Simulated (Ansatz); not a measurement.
Start from `C[SiH2][Se]C=O` and change one atom or group to get `CC[Se][SiH2]C`.

Ansatz, PBE0-D4/def2-TZVP geometries, multiplicity 1. Each molecule was computed in one conformer, which needn't be the lowest.

Scalar relativity is left out up to krypton.

```csv
property,`C[SiH2][Se]C=O`
size of the dipole moment (PBE/def2-TZVPP) / D,3.40
LUMO energy (PBE0/def2-TZVPP) / eV,-1.07
HOMO energy (ωB97M-V/def2-TZVPP) / eV,-9.44
LUMO energy (B3LYP/def2-TZVPP) / eV,-1.31
size of the dipole moment (B3LYP/def2-TZVPP) / D,3.62
LUMO energy (PBE/def2-TZVPP) / eV,-2.12
```

(1) Give the same properties after the change, and the shifts. (An estimate is asked.)

Results:

(1) The calculation gave: 
```json
{"property": "size of the dipole moment (PBE/def2-TZVPP) / D", "`CC[Se][SiH2]C`": "0.83", "shift": "-2.57"}
{"property": "LUMO energy (PBE0/def2-TZVPP) / eV", "`CC[Se][SiH2]C`": "-0.07", "shift": "1.00"}
{"property": "HOMO energy (ωB97M-V/def2-TZVPP) / eV", "`CC[Se][SiH2]C`": "-8.58", "shift": "0.86"}
{"property": "LUMO energy (B3LYP/def2-TZVPP) / eV", "`CC[Se][SiH2]C`": "-0.29", "shift": "1.02"}
{"property": "size of the dipole moment (B3LYP/def2-TZVPP) / D", "`CC[Se][SiH2]C`": "0.91", "shift": "-2.71"}
{"property": "LUMO energy (PBE/def2-TZVPP) / eV", "`CC[Se][SiH2]C`": "-0.91", "shift": "1.21"}
```

With PBE0 the HOMO rises by 0.94 eV and the LUMO rises by 1.00 eV, so the gap widens by about 0.06 eV. PBE moves the HOMO by 0.98 eV and ωB97M-V by 0.86 eV. Dipoles are sizes alone; their direction can turn.

B3LYP here is the variant with VWN-RPA as its local correlation; programs differ in this.

Spin–orbit coupling is left out; it splits and shifts lone-pair levels of the heavy atoms by tenths of an eV.
